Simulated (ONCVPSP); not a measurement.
**PBEsol ONCV dataset for B (Z = 5), scalar-relativistic all-electron reference.**

```
Element                 : B (Z = 5)
Generator               : ONCVPSP 4.0.1
Type                    : optimised norm-conserving Vanderbilt (ONCV)
Functional              : PBEsol
Relativity              : scalar-relativistic
Frozen core             : [He]
Valence charge          : 3
Reference configuration : 2s2 2p0.5 (charge +0.5)
Partial waves           : 2s: rc 1.55 bohr, ncon 4, nbas 9, qcut 4.8 1/bohr, 2 projectors, debl 1.6 Ha; 2p: rc 3.45 bohr, ncon 4, nbas 7, qcut 3.2 1/bohr, 2 projectors, debl 3.8 Ha
Local potential         : polynomial inside 1.40 bohr (lpopt 4, dvloc0 -1 Ha)
Core correction         : polynomial model core, fcfact 0.25
```

All-electron outer shells of the reference configuration (PBEsol, scalar-relativistic, ld1.x):

| shell | level (eV) | outermost node (bohr) | outermost maximum (bohr) |
| --- | --- | --- | --- |
| 1s | -185.37 | – | 0.21 |
| 2s | -14.03 | 0.46 | 1.50 |
| 2p | -8.01 | – | 1.50 |

Q: Estimate the cutoffs (Ha) at which the residual kinetic energy of the hardest occupied pseudo-wave falls to 1 and 0.1 mHa per electron.

A: 9.6 Ha and 24 Ha.

Q: Does the potential have ghost states?

A: No bound ghost flagged; GHOST(+) flagged for p at 82.6 eV.

Q: Which valence shell sets the plane-wave cutoff?

A: 2s: 10 Ha for 1 mHa per electron, against 4 Ha for 2p.

Q: Tests: 2s2 2p1; 2s2 2p0; 2s1 2p0; 2s0 2p3. Which has the largest error in its energy relative to the reference configuration, and how large is it?

A: 2s1 2p0, with +305 meV (all-electron minus pseudo) on +30.55 eV.
